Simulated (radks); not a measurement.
The numbers below are computed, except where a source is named.
Sr XXII, 17 electrons, occupied as [Ne] 3s2 3p5. Code: a radial shooting solver on a logarithmic mesh with Libxc functionals. Model: Dirac Kohn-Sham, PBE, spin-unpolarised, spherical densities, point nucleus; open shells are shared between the two j in proportion to 2j + 1. Some entries of the table are withheld. Estimate them.

| orbital | occ. | eigenvalue (hartree) | <r> (bohr) | r(max) (bohr) |
|---|---|---|---|---|
| 1s1/2 | 2 | -617.3299 | (1) | 0.02553 |
| 2s1/2 | 2 | (2) | 0.1706 | (3) |
| 2p1/2 | 2 | -103.7625 | 0.1461 | 0.1133 |
| 2p3/2 | 4 | -101.2143 | 0.1501 | 0.1168 |
| 3s1/2 | 2 | -38.27129 | 0.4356 | (4) |
| 3p1/2 | 1.66667 | (5) | 0.4221 | (6) |
| 3p3/2 | 3.33333 | (7) | 0.4288 | (8) |

Answer. 
(1) 1s1/2 <r> (bohr): 0.03917
(2) 2s1/2 eigenvalue (hartree): -110.6807
(3) 2s1/2 r(max) (bohr): 0.1448
(4) 3s1/2 r(max) (bohr): 0.4061
(5) 3p1/2 eigenvalue (hartree): -35.85174
(6) 3p1/2 r(max) (bohr): 0.3893
(7) 3p3/2 eigenvalue (hartree): -35.30461
(8) 3p3/2 r(max) (bohr): 0.3960
